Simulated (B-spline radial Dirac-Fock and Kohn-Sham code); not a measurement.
**Photoemission from Tm⁺ at 10400 eV, detector at θ = 90°, φ = 0°**

System: Tm⁺, configuration 1s2 2s2 2p6 3s2 3p6 3d10 4s2 4p6 4d10 4f13 5s2 5p6 6s1. Method: Dirac-Hartree-Slater photoionisation with a Latter tail; cross sections with all multipoles, angular parameters from the dipole term and its interference with E2. Computed with a B-spline atomic structure program. Thresholds are orbital energies of the model. For linearly polarised light dσ/dΩ = σ/(4π) [1 + β P₂(cos θ) + (δ + γ cos²θ) sin θ cos φ], with θ from the polarisation vector and φ the angle between the beam and the projection of the electron momentum on the plane normal to the polarisation. The dipole factor is 1 + βP₂ and the non-dipole term is the rest of the bracket. Open shells are filled statistically over j.

Input of the calculation (task.json; shells as n, l, electrons):

```json
{"items": [{
  "Z": 69,
  "q": 1,
  "cfg": [[1, 0, 2], [2, 0, 2], [2, 1, 6], [3, 0, 2], [3, 1, 6], [3, 2, 10], [4, 0, 2], [4, 1, 6], [4, 2, 10], [4, 3, 13], [5, 0, 2], [5, 1, 6], [6, 0, 1]],
  "A": 169,
  "rrms": 5.2256,
  "do": "xps",
  "hv": [55.1, 58.1, 60, 74.4, 81.0, 86.9, 140.0, 150, 163.0, 206.0, 300, 382.0, 529.0, 538.0, 607.0, 1000, 1486.9, 2130.0, 2270.0, 2430.0, 3050.0, 3310.0, 3980.0, 5414.7, 6000, 6300.0, 7800.0, 8060.0, 10400.0, 12000]
}]}
```

Launch: `python xray2_run.py task.json out`

```tsv
subshell	threshold (eV)	σ (kb)	β	γ	δ	dipole factor	non-dipole term	dσ/dΩ (kb/sr)
2s	10088.1	11.3	1.96	1.34	0.000	0.020	0.000	≈ 0
2p1/2	9636.9	19.6	1.24	-0.48	-0.006	0.378	-0.006	0.581
2p3/2	8644.7	31.9	1.44	-0.17	0.041	0.279	+0.041	0.813
3s	2284.7	2.88	1.97	-0.12	-0.002	0.016	-0.002	≈ 0
3p1/2	2082.5	3.08	1.51	0.78	0.023	0.243	+0.023	0.0651
3p3/2	1871.7	5.12	1.62	0.91	0.034	0.189	+0.034	0.0908
3d3/2	1522.6	1.80	1.08	1.61	0.211	0.458	+0.211	0.0959
3d5/2	1476.2	2.38	0.98	1.56	0.236	0.509	+0.236	0.141
4s	460.7	0.722	1.97	-0.05	-0.001	0.016	-0.001	≈ 0
4p1/2	378.3	0.681	1.51	0.90	0.021	0.246	+0.021	0.0145
4p3/2	330.6	1.11	1.62	1.02	0.030	0.192	+0.030	0.0197
4d3/2	193.6	0.354	1.05	1.63	0.201	0.474	+0.201	0.0190
4d5/2	184.9	0.463	0.94	1.57	0.229	0.529	+0.229	0.0279
4f5/2	17.58	0.0135	0.59	1.54	0.512	0.704	+0.512	0.00131
4f7/2	16.26	0.0164	0.58	1.50	0.527	0.711	+0.527	0.00162
5s	65.00	0.118	1.97	-0.03	-0.001	0.016	-0.001	≈ 0
5p1/2	42.24	0.0890	1.50	0.93	0.021	0.248	+0.021	0.00190
5p3/2	36.14	0.138	1.61	1.04	0.030	0.193	+0.030	0.00244
6s	11.62	0.00526	1.97	-0.02	-0.001	0.016	-0.001	≈ 0
```
